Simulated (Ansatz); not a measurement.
Consider the ligand exchange at the Si–C bond: `NC([SiH3])[SiH2]O` + `CBN` → `CBN[SiH3]` + `NC[SiH2]O`.

Program: Ansatz. Geometries: PBE0-D4/def2-TZVP. ΔE: electronic, gas phase. CCSD(T)/CBS is the MP2 limit (def2-TZVPP, def2-QZVPP) plus CCSD(T) − MP2 in def2-TZVPP, frozen cores. One conformer a species, not always the lowest.

```tsv
species	HF/def2-TZVPP energy (Eh)
`NC([SiH3])[SiH2]O`	-750.41646
`CBN`	-120.59469
`CBN[SiH3]`	-410.72020
`NC[SiH2]O`	-460.31491
```

Problem. Work out ΔE.

Solution. ΔE = (-410.72020) + (-460.31491) − (-750.41646) − (-120.59469) = -0.02396 Eh = -15.0 kcal/mol. CCSD(T)/CBS gives -11.4 kcal/mol.

Largest T1 diagnostic among the species: 0.012.

In def2-TZVPP, CCSD(T) changes the Hartree–Fock value by +3.5 kcal/mol (the triples alone add +0.6 kcal/mol) and MP2 by +3.3 kcal/mol. From PBE to PBE0 (25 % exact exchange), in def2-TZVPP and without D4, ΔE moves by −1.2 kcal/mol.
